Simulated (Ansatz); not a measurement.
Frontier orbitals of `C[BH][AlH][F]`.

```xyz
9

C    -0.483   -0.716    1.169
B    -0.485    0.424    0.112
Al    0.987    0.728   -1.400
F     0.837   -0.138   -2.808
H    -1.115   -1.479    0.677
H     0.469   -1.205    1.382
H    -0.999   -0.476    2.102
H    -1.445    1.151    0.122
H     2.234    1.713   -1.356
```

The species carries charge 0 and has multiplicity 1. Geometry: relaxed with PBE0-D4/def2-TZVP. It is one conformer, not always the lowest. Basis def2-TZVPP, Ansatz.

Orbital energies of one run (eV). Highest occupied ones, from the top: -7.44, -9.73, -10.04, -11.58, -11.59, -11.75, -12.06, -12.99, -13.91, -20.58, -32.71, -74.94, -75.01, -75.18. Empty: -1.83, -0.88, 1.02, 1.82, 2.16, 3.04.

(1) Which functional gave them?
A. LDA (SPW92)
B. r2SCAN0
C. CAM-B3LYP
D. PBE

Answers

(1) B. HOMO energies: r2SCAN0 -7.44, LDA (SPW92) -6.16, PBE -6.09, CAM-B3LYP -8.65 eV.
